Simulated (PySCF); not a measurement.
# The potential of point charges around `CCCc1c(F)cnn1[SiH3]`

Species: `c1c(c(CCC)n([SiH3])n1)F`. Coordinates (GFN2-xTB, Å) and charges (e) from the PBE0/pcSseg-1 density (PySCF):

| atom | x | y | z | Mulliken | IAO | Hirshfeld | ESP-fitted |
| --- | --- | --- | --- | --- | --- | --- | --- |
| C1 | 2.002 | -0.684 | 0.815 | -0.2851 | -0.4190 | -0.1206 | -0.3810 |
| C2 | 1.888 | -0.422 | -0.681 | -0.2683 | -0.2440 | -0.0634 | +0.2971 |
| C3 | 0.442 | -0.544 | -1.180 | -0.1258 | -0.2661 | -0.0659 | -0.3928 |
| C4 | -0.431 | 0.503 | -0.586 | +0.1442 | +0.0210 | +0.0209 | +0.0603 |
| C5 | -0.422 | 1.869 | -0.769 | +0.1327 | +0.1916 | +0.0372 | +0.0732 |
| F6 | 0.391 | 2.562 | -1.585 | -0.2773 | -0.2662 | -0.0872 | -0.1511 |
| C7 | -1.433 | 2.387 | 0.054 | +0.0954 | -0.1061 | -0.0427 | +0.0060 |
| N8 | -2.017 | 1.403 | 0.697 | -0.2162 | -0.2492 | -0.1471 | -0.4866 |
| N9 | -1.415 | 0.261 | 0.317 | -0.6082 | -0.2434 | -0.0605 | +0.0837 |
| Si10 | -2.047 | -1.232 | 1.007 | +0.6301 | +0.7534 | +0.3813 | +0.5678 |
| H11 | 1.673 | -1.694 | 1.052 | +0.1100 | +0.1322 | +0.0348 | +0.0937 |
| H12 | 1.390 | 0.019 | 1.376 | +0.1314 | +0.1409 | +0.0330 | +0.1079 |
| H13 | 3.033 | -0.573 | 1.142 | +0.1221 | +0.1454 | +0.0436 | +0.0831 |
| H14 | 2.509 | -1.135 | -1.226 | +0.1187 | +0.1347 | +0.0405 | -0.0269 |
| H15 | 2.256 | 0.581 | -0.905 | +0.1351 | +0.1416 | +0.0367 | -0.0116 |
| H16 | 0.044 | -1.530 | -0.928 | +0.1321 | +0.1353 | +0.0417 | +0.1187 |
| H17 | 0.434 | -0.434 | -2.268 | +0.1453 | +0.1576 | +0.0487 | +0.1292 |
| H18 | -1.738 | 3.405 | 0.189 | +0.0997 | +0.1734 | +0.0632 | +0.1648 |
| H19 | -0.961 | -1.875 | 1.748 | -0.0849 | -0.1256 | -0.0686 | -0.1249 |
| H20 | -3.140 | -0.773 | 1.844 | -0.0486 | -0.0828 | -0.0554 | -0.0862 |
| H21 | -2.468 | -2.077 | -0.113 | -0.0825 | -0.1245 | -0.0705 | -0.1243 |

Points outside the species (Å): A (-5.0, -4.8, 1.6); B (-1.7, -5.6, -1.8); C (-4.7, -1.8, -2.7); D (3.5, 2.7, 3.0); E (3.3, 2.3, -2.7).

**Question.** Find the potential V = 14.3996 V·Å × Σ q/r of each set of charges at these points.

**Answer.** In volts:

| point | nearest atom | distance (Å) | Mulliken | IAO | Hirshfeld | ESP-fitted |
| --- | --- | --- | --- | --- | --- | --- |
| A | H21 | 4.09 | +0.242 | +0.342 | +0.160 | +0.164 |
| B | H21 | 3.98 | +0.258 | +0.256 | +0.135 | +0.167 |
| C | H21 | 3.43 | -0.007 | +0.105 | +0.064 | +0.033 |
| D | H12 | 3.78 | -0.054 | -0.132 | -0.069 | -0.040 |
| E | H15 | 2.70 | -0.279 | -0.402 | -0.146 | -0.131 |

**Question.** How far are the other sets from the ESP-fitted one at these points?

**Answer.** Root-mean-square difference: Hirshfeld 0.025 V, Mulliken 0.087 V, IAO 0.159 V. The ESP scheme is a least-squares fit of atom-centred charges to the potential on four shells outside the van der Waals surface, with the total charge fixed.

**Question.** What energy would a point charge of +2 e have at B in the field of the ESP charges, leaving out polarisation?

**Answer.** +0.333 eV = +32.2 kJ/mol, a repulsion.

The structure is a single GFN2-xTB conformer in the gas phase; no vibrational or solvent corrections.

The values belong to the conformer `[CH3:1][CH2:2][CH2:3][c:4]1[c:5]([F:6])[cH:7][n:8][n:9]1[SiH3:10]`: C1–C2–C3–C4 65°, C2–C3–C4–C5 67°.
